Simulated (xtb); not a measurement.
C6H6O2S, singlet, from a rough starting geometry; GFN2-xTB run with xtb.

The xtb input:
```
$ xtb mol.xyz --gfn 2 --opt vtight --json

# file mol.xyz
15

C      1.84202395    -1.21008505    -0.20705517
S      3.10551198     0.00215479     0.15320678
C      1.93012906     1.20066481     0.41234731
C      0.67381972     0.63991051     0.19988346
C      0.68901280    -0.71301606    -0.16366929
O     -0.44577816    -1.46215931    -0.35256916
C     -1.63762387    -0.68681457     0.12762196
C     -1.57661096     0.76919711    -0.25399979
O     -0.47778616     1.45447349     0.29703711
H      2.20942415    -2.20217697    -0.45058345
H      2.16482468     2.20290377     0.69190377
H     -2.53995629    -1.21398376    -0.28035823
H     -1.71372641    -0.81806371     1.21958153
H     -1.55810216     0.85859341    -1.36639093
H     -2.50014865     1.28968743     0.06997757
```

What the program printed (banner, timings and long lists left out):

```
   ID    Z sym.   atoms
    1    6 C      1, 3-5, 7, 8
    2   16 S      2
    3    8 O      6, 9
    4    1 H      10-15

           -------------------------------------------------
          |                Calculation Setup                |
           -------------------------------------------------

           -------------------------------------------------
          |                 G F N 2 - x T B                 |
           -------------------------------------------------

          ...................................................
          :                      SETUP                      :
          :.................................................:
          :  # basis functions                  48          :
          :  # atomic orbitals                  47          :
          :  # shells                           25          :
          :  # electrons                        48          :
          :  max. iterations                   250          :
          :  Hamiltonian                  GFN2-xTB          :
          :  restarted?                      false          :
          :  GBSA solvation                  false          :
          :  PC potential                    false          :
          :  electronic temp.          300.0000000     K    :
          :  accuracy                    1.0000000          :
          :  -> integral cutoff          0.2500000E+02      :
          :  -> integral neglect         0.1000000E-07      :
          :  -> SCF convergence          0.1000000E-05 Eh   :
          :  -> wf. convergence          0.1000000E-03 e    :
          :  Broyden damping             0.4000000          :
          :  net charge                          0          :
          :  unpaired electrons                  0          :
          ...................................................

 iter      E             dE          RMSdq      gap      omega  full diag
   1    -27.5237819 -0.275238E+02  0.472E+00    3.69       0.0  T
   2    -27.5516039 -0.278221E-01  0.244E+00    3.60       1.0  T
   3    -27.5507451  0.858768E-03  0.923E-01    3.56       1.0  T
   4    -27.5518638 -0.111867E-02  0.400E-01    3.61       1.0  T
   5    -27.5531560 -0.129219E-02  0.147E-01    3.58       1.0  T
   6    -27.5531378  0.182010E-04  0.826E-02    3.59       1.0  T
   7    -27.5532025 -0.646833E-04  0.241E-02    3.59       1.1  T
   8    -27.5532032 -0.702734E-06  0.113E-02    3.58       2.3  T
   9    -27.5532035 -0.335452E-06  0.270E-03    3.58       9.5  T
  10    -27.5532035 -0.259382E-07  0.112E-03    3.59      23.1  T
  11    -27.5532035 -0.208468E-08  0.593E-04    3.58      43.6  T
  12    -27.5532035 -0.618947E-09  0.166E-04    3.58     156.0  T

   *** convergence criteria satisfied after 12 iterations ***

         :::::::::::::::::::::::::::::::::::::::::::::::::::::
         ::                     SUMMARY                     ::
         :::::::::::::::::::::::::::::::::::::::::::::::::::::
         :: total energy             -27.246875257854 Eh    ::
         :: gradient norm              0.228166823373 Eh/a0 ::
         :: HOMO-LUMO gap              3.584999001545 eV    ::
         ::.................................................::
         :: SCC energy               -27.553174354082 Eh    ::
         :: -> isotropic ES            0.032618087531 Eh    ::
         :: -> anisotropic ES          0.001753930103 Eh    ::
         :: -> anisotropic XC          0.004246869585 Eh    ::
         :: -> dispersion             -0.013170037091 Eh    ::
         :: repulsion energy           0.306299096228 Eh    ::
         :: add. restraining           0.000000000000 Eh    ::
         :: total charge              -0.000000000000 e     ::
         :::::::::::::::::::::::::::::::::::::::::::::::::::::

      -----------------------------------------------------------
     |                   =====================                   |
     |                        A N C O P T                        |
     |                   =====================                   |
     |               Approximate Normal Coordinate               |
     |                Rational Function Optimizer                |
      -----------------------------------------------------------
      -----------------------------------------------------------
     |                   =====================                   |
     |                        A N C O P T                        |
     |                   =====================                   |
     |               Approximate Normal Coordinate               |
     |                Rational Function Optimizer                |
      -----------------------------------------------------------

          ...................................................
          :                      SETUP                      :
          :.................................................:
          :   optimization level         verytight          :
          :   max. optcycles                   300          :
          :   ANC micro-cycles                  20          :
          :   degrees of freedom                39          :
          :.................................................:
          :   RF solver                   davidson          :
          :   write xtbopt.log                true          :
          :   linear?                        false          :
          :   energy convergence         0.1000000E-06 Eh   :
          :   grad. convergence          0.2000000E-03 Eh/α :
          :   maxmium RF displ.          1.0000000          :
          :   Hlow (freq-cutoff)         0.1000000E-01      :
          :   Hmax (freq-cutoff)         5.0000000          :
          :   S6 in model hess.         20.0000000          :
          ...................................................

generating ANC from exact Hessian ...
Using Lindh-Hessian (1995)
 Shifting diagonal of input Hessian by    2.2578885755847027E-003
[...]
 * total energy  :   -27.2468753 Eh     change       -0.4628120E-10 Eh
 * total energy  :   -27.2682561 Eh     change       -0.2138085E-01 Eh
 * total energy  :   -27.2713785 Eh     change       -0.3122394E-02 Eh
 * total energy  :   -27.2717024 Eh     change       -0.3239500E-03 Eh
 * total energy  :   -27.2717707 Eh     change       -0.6827001E-04 Eh
 * total energy  :   -27.2717887 Eh     change       -0.1797930E-04 Eh
 * total energy  :   -27.2717913 Eh     change       -0.2554296E-05 Eh
 * total energy  :   -27.2717917 Eh     change       -0.4221974E-06 Eh
 * total energy  :   -27.2717917 Eh     change       -0.6613887E-07 Eh
   *** GEOMETRY OPTIMIZATION CONVERGED AFTER 9 ITERATIONS ***
         :: total energy             -27.271791739818 Eh    ::
[...]
         :::::::::::::::::::::::::::::::::::::::::::::::::::::

           -------------------------------------------------
          |                Property Printout                |
           -------------------------------------------------

    * Orbital Energies and Occupations

         #    Occupation            Energy/Eh            Energy/eV
      -------------------------------------------------------------
         1        2.0000           -0.7341676             -19.9777
       ...           ...                  ...                  ...
        12        2.0000           -0.5507058             -14.9855
        13        2.0000           -0.5482207             -14.9178
        14        2.0000           -0.5427213             -14.7682
        15        2.0000           -0.5229811             -14.2310
        16        2.0000           -0.5005039             -13.6194
        17        2.0000           -0.4921123             -13.3911
        18        2.0000           -0.4766146             -12.9693
        19        2.0000           -0.4691507             -12.7662
        20        2.0000           -0.4630299             -12.5997
        21        2.0000           -0.4508206             -12.2675
        22        2.0000           -0.4419080             -12.0249
        23        2.0000           -0.3839238             -10.4471
        24        2.0000           -0.3794515             -10.3254 (HOMO)
        25                         -0.2431355              -6.6161 (LUMO)
        26                         -0.2079472              -5.6585
        27                         -0.1609351              -4.3793
        28                         -0.1207736              -3.2864
        29                         -0.0132589              -0.3608
        30                          0.0196926               0.5359
        31                          0.0283335               0.7710
        32                          0.0369264               1.0048
        33                          0.0493503               1.3429
        34                          0.0644831               1.7547
        35                          0.1025303               2.7900
       ...                                ...                  ...
        47                          0.6919079              18.8278
      -------------------------------------------------------------
                  HL-Gap            0.1363160 Eh            3.7093 eV
             Fermi-level           -0.3112935 Eh           -8.4707 eV

     #   Z          covCN         q      C6AA      α(0)
     1   6 C        2.932    -0.059    29.474     8.904
     2  16 S        2.327    -0.019   141.839    20.045
     3   6 C        2.932    -0.059    29.474     8.903
     4   6 C        3.099     0.108    25.496     8.275
     5   6 C        3.099     0.108    25.497     8.275
     6   8 O        1.703    -0.278    18.607     5.824
     7   6 C        3.725     0.075    19.428     6.294
     8   6 C        3.725     0.075    19.428     6.294
     9   8 O        1.703    -0.278    18.607     5.824
    10   1 H        0.927     0.062     2.170     2.304
    11   1 H        0.927     0.062     2.170     2.304
    12   1 H        0.924     0.057     2.235     2.338
    13   1 H        0.923     0.044     2.399     2.422
    14   1 H        0.923     0.044     2.399     2.422
    15   1 H        0.924     0.057     2.235     2.338

 Mol. C6AA /au·bohr⁶  :       3500.034800
 Mol. C8AA /au·bohr⁸  :      97778.910246
 Mol. α(0) /au        :         92.763575

Wiberg/Mayer (AO) data.
largest (>0.10) Wiberg bond orders for each atom

 ---------------------------------------------------------------------------
     #   Z sym  total        # sym  WBO       # sym  WBO       # sym  WBO
 ---------------------------------------------------------------------------
     1   6 C    3.934 --     5 C    1.558     2 S    1.178    10 H    0.969
                             3 C    0.119
     2  16 S    2.612 --     3 C    1.178     1 C    1.178
     3   6 C    3.935 --     4 C    1.558     2 S    1.178    11 H    0.969
                             1 C    0.119
     4   6 C    3.932 --     3 C    1.558     5 C    1.175     9 O    1.036
     5   6 C    3.932 --     1 C    1.558     4 C    1.175     6 O    1.036
     6   8 O    2.200 --     5 C    1.036     7 C    0.975
     7   6 C    3.952 --     8 C    0.993     6 O    0.975    12 H    0.971
                            13 H    0.968
     8   6 C    3.952 --     7 C    0.993     9 O    0.975    15 H    0.971
                            14 H    0.968
     9   8 O    2.200 --     4 C    1.036     8 C    0.975
    10   1 H    0.996 --     1 C    0.969
    11   1 H    0.996 --     3 C    0.969
    12   1 H    0.996 --     7 C    0.971
    13   1 H    0.998 --     7 C    0.968
    14   1 H    0.998 --     8 C    0.968
    15   1 H    0.996 --     8 C    0.971
 ---------------------------------------------------------------------------

Topologies differ in total number of bonds
Writing topology from bond orders to xtbtopo.mol

molecular dipole:
                 x           y           z       tot (Debye)
 q only:       -0.494       0.005      -0.024
   full:       -0.963       0.010      -0.046       2.452
molecular quadrupole (traceless):
                xx          xy          yy          xz          yz          zz
 q only:        4.733      -0.035      -3.387       0.273      -1.164      -1.347
  q+dip:       -0.276       0.038      -1.333      -0.119      -1.449       1.609
   full:        0.202       0.031      -1.565      -0.084      -1.450       1.363

optimized geometry written to: xtbopt.xyz

           -------------------------------------------------
          | TOTAL ENERGY              -27.271791739818 Eh   |
          | GRADIENT NORM               0.000110832886 Eh/α |
          | HOMO-LUMO GAP               3.709347680724 eV   |
           -------------------------------------------------

normal termination of xtb
```
